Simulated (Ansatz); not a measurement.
Mn6⁺, relaxed as a multiplicity 24 with UKS PBE0-D4/def2-SVP in Ansatz, starting from the GFN1-xTB geometry. Force threshold 0.02 eV/Å.

The charge 1 multiplicity 24 is spin-contaminated (final ⟨S²⟩ up to 146.38, 143.75 for a pure state). Another isomer (multiplicity 24) lies 1.95 eV lower at PBE0-D4/def2-TZVP; other spin states weren't run for this one.

Start:

```xyz
6

Mn   -1.508    0.921   -0.581
Mn   -0.152   -0.908   -1.616
Mn    1.707   -1.519   -0.087
Mn   -0.456   -0.822    0.853
Mn    0.951    0.817   -0.199
Mn   -0.542    1.511    1.629
```

```
step   energy (eV)  largest force component (eV/Å)  SCF passes
   1  -187853.0709                           2.447         174
   2  -187853.8140                           0.740          58
   3  -187853.9744                           0.116          50
   4  -187853.9805                           0.036          47
   5  -187853.9809                           0.012          48
```

Force components are those of the run's own axes.

End:

```xyz
6

Mn   -1.656    1.092   -0.512
Mn   -0.045   -1.079   -1.740
Mn    1.843   -1.707   -0.196
Mn   -0.455   -0.847    0.901
Mn    0.995    0.843   -0.184
Mn   -0.684    1.699    1.731
```

By distances, no bond broke or formed. The bond that changes most is Mn1–Mn2, from 2.50 to 2.97 Å (atoms count from 1).

No frequencies were taken in this run, so the end may be a saddle point.

It took 2.3 min on 4 threads of AMD EPYC 7R43 on a shared host, peak host memory 1.5 GiB.
